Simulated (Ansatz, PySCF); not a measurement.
Molecule: sum formula BNH4, charge 0, multiplicity 1. 
Coordinates optimised at B3LYP-D3(BJ)/def2-TZVP (Ansatz, a first-principles code):
```xyz
6

B     -0.7766     0.0323    -0.0041
N      0.6098    -0.0254     0.0032
H     -1.3984    -0.9854    -0.0254
H     -1.3119     1.0982     0.0110
H      1.1972     0.7922     0.0209
H      1.1274    -0.8889    -0.0085
```

Quantity: atomisation energy (electronic, to ground-state atoms), in eV. Valence correlation only, unless marked. UHF or UKS for open shells. No spin-orbit coupling. No relativistic terms. The coupled-cluster limit lacks core correlation, which all-electron functionals hold. Basis-set limits of correlation are two-point, X^-3; Hartree-Fock from the larger set.

```tsv
level	program	atomisation energy (eV)
PBE/def2-TZVPD	Ansatz	22.02
BP86-D3(BJ)/def2-TZVPD	PySCF + dftd3	[?]
PBE0/def2-SVP	Ansatz	21.77
MN15-D3(BJ)/def2-TZVPD	PySCF + dftd3	[?]
B2GP-PLYP/def2-TZVPD	Ansatz	[?]
B2PLYP-D4/def2-TZVPD	Ansatz + dftd4	21.66
SCS-MP2/def2-QZVPPD	Ansatz	21.87
CCSD/cc-pVQZ	Ansatz	[?]
CCSDT/cc-pVDZ	Ansatz	19.99
CCSD(T)/CBS(def2-TZVPPD,def2-QZVPPD)	Ansatz	21.67
```

Task: Complete the blanks.

Result: 
- BP86-D3(BJ)/def2-TZVPD, atomisation energy (eV): 22.50
- MN15-D3(BJ)/def2-TZVPD, atomisation energy (eV): 21.93
- B2GP-PLYP/def2-TZVPD, atomisation energy (eV): 21.52
- CCSD/cc-pVQZ, atomisation energy (eV): 21.23
